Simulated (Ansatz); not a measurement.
Relaxation of ClFGeH2O (6 atoms, charge 0, multiplicity 1), to a largest force component of 0.03 eV/Å in at most 50 steps.

Theory: RKS PBE-D4/def2-SVP (Ansatz).

```xyz
6
Properties=species:S:1:pos:R:3:forces:R:3
Ge 0.045 0.032 0.295 1.05 0.00 0.40
H 0.316 -0.068 1.800 -1.01 -0.03 0.31
Cl 2.215 0.086 0.015 -0.05 0.05 -0.74
O -0.824 1.438 -0.338 -0.07 -0.06 -0.01
H -1.419 1.168 -1.067 0.09 0.03 0.03
F -0.659 -1.369 -0.480 0.00 0.01 0.01
```

Question: Where does it end, and by what steps?

Answer: It converged. The force dipped under the threshold on the way, but the program's further checks kept it going. After 11 steps the energy has fallen by 0.364 eV; H5 moved furthest, 0.54 Å.

| step | energy less start (eV) | largest force component (eV/Å) | accepted |
| --- | --- | --- | --- |
| 0 | 0.0000 | 1.049 | yes |
| 1 | -0.2555 | 0.531 | yes |
| 2 | -0.3165 | 0.207 | yes |
| 3 | -0.3286 | 0.270 | yes |
| 4 | -0.3394 | 0.372 | yes |
| 5 | -0.3418 | 0.840 | yes |
| 6 | -0.2106 | 3.325 | no |
| 7 | -0.3579 | 0.246 | yes |
| 8 | -0.3627 | 0.026 | yes |
| 9 | -0.3624 | 0.386 | no |
| 10 | -0.3638 | 0.070 | yes |
| 11 | -0.3642 | 0.010 | yes |

```xyz
6
Properties=species:S:1:pos:R:3
Ge 0.060 -0.020 0.372
H 0.015 -0.062 1.906
Cl 2.061 0.198 -0.417
O -0.987 1.294 -0.188
H -0.944 1.406 -1.157
F -0.531 -1.529 -0.290
```

Time of the run: 18 s on 2 threads of Arm Neoverse V1, on a shared host, peak memory 0.14 GiB.
